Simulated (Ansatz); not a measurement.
Program: Ansatz. Geometries: PBE0-D4/def2-TZVP. ΔE: electronic, gas phase. CBS: MP2 limit from def2 TZ/QZ plus the TZ coupled-cluster correction, frozen cores. This one scheme is used for every species. DFT in def2-TZVPP. B3LYP here is the variant with VWN-RPA as its local correlation; programs differ in this. Each species was taken in one conformer, which may not be the lowest.

Consider the cleavage of the Si–Si bond: `N[SiH2][SiH2]N` + CH₃OH → `CO[SiH2]N` + `N[SiH3]`.

| level | ΔE (kJ/mol) | difference from CCSD(T)/CBS |
| --- | --- | --- |
| PBE-D4 | -96.8 | 23.7 |
| r2SCAN-D4 | -116.6 | 3.9 |
| PBE0-D4 | -103.3 | 17.2 |
| B3LYP-D4 | -119.2 | 1.3 |
| ωB97M-V | -124.3 | -3.8 |
| B2PLYP | -127.0 | -6.5 |
| r2SCAN | -117.2 | 3.3 |
| PBE0 | -105.6 | 14.9 |
| B3LYP | -123.3 | -2.8 |
| HF/def2-TZVPP | -143.7 | -23.2 |
| MP2/def2-TZVPP | -128.7 | -8.2 |
| SCS-MP2/def2-TZVPP | -131.6 | -11.1 |
| CCSD(T)/def2-TZVPP | -121.2 | -0.7 |
| HF/def2-QZVPP | -145.8 | -25.3 |
| MP2/def2-QZVPP | -129.0 | -8.5 |
| HF/CBS(def2) | -146.1 | -25.6 |
| CCSD(T)/CBS | -120.5 | 0 |

Largest T1 diagnostic among the species: 0.011.

In def2-TZVPP, CCSD(T) changes the Hartree–Fock value by +22.5 kJ/mol (the triples alone add +2.7 kJ/mol) and MP2 by +15.0 kJ/mol. From PBE to PBE0 (25 % exact exchange), in def2-TZVPP and without D4, ΔE moves by −6.3 kJ/mol.

CCSD(T)/CBS has its own doubt, a few kJ/mol and more with outer-core shells, so smaller differences from it don't rank the levels.
